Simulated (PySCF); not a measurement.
Te(Br)(SiH3) (BrH3SiTe), SMILES Br[Te][SiH3].

Coordinates come from a PBE-D3(BJ)/def2-SVP optimisation. The structure was generated by enumeration, and PubChem lists no compound with its InChIKey, so it may never have been made. The def2 effective core potentials stand for the cores of Te; spin–orbit coupling is left out.

These are PBE0/def2-TZVPD (PySCF) values and carry that method's errors.

The molecule is in vacuum.

```
Quantity                                                                                                        Result
---------------------------------------------------------------------------------------------  -----------------------
total energy                                                                                       -3133.10932 hartree
point group                                                                                                         Cs
highest occupied level                                                                                        -6.61 eV
lowest empty level                                                                                            -3.00 eV
orbital gap                                                                                                    3.61 eV
dipole moment                                                                                                   1.94 D
quadrupole, principal values (traceless, Buckingham form, about the centre of nuclear charge)    -4.66, 1.68, 2.98 D·Å
mean static polarisability                                                                       96.6 bohr³ (14.31 Å³)
polarisability, principal values                                                               75.4, 96.6, 117.7 bohr³
```
